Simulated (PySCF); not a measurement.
**Kr²⁺ (krypton, charge +2): UHF calculation**

Configuration: [Ar] 3d10 4s2 4p3 4d1, high-spin 5D determinant (an excited configuration). Computed with PySCF 2.14 in aug-cc-pwCVTZ-PP with ECP10MDF (8s7p6d4f1g, 96 functions), with scalar relativity through the core potential.

- Total energy: -460.276178 hartree
- One-electron energy: -782.1428 hartree
- Hartree (Coulomb) energy: 353.1879 hartree
- Exchange energy: -31.3213 hartree
- ⟨S²⟩: 6.0008
- ⟨L²⟩: 6.035
- Sum of ⟨r⟩: 20.41 bohr
- Sum of ⟨r²⟩: 28.59 bohr²
- Traceless quadrupole moment −½Σ⟨3z² − r²⟩ along its main axis: 2.03 e·bohr²

```csv
shell,electrons,mean orbital energy (eV),spread (eV),"rms radius, mean of both spins (bohr)"
3s α,1,-323.46,0,0.567
3s β,1,-322.26,0,0.567
3p α,3,-260.27,0.106,0.583
3p β,3,-258.89,0.260,0.583
3d α,5,-131.43,0.621,0.603
3d β,5,-130.42,0.300,0.603
4s α,1,-61.075,0,1.60
4s β,1,-49.875,0,1.60
4p α,3,-41.424,0.567,1.83
4d α,1,-18.626,0,2.68
```

Energies and moments cover only the electrons outside the core potential. The outer electron is Rydberg-like, and this basis confines it to a smaller radius and binds it less than a complete one would.
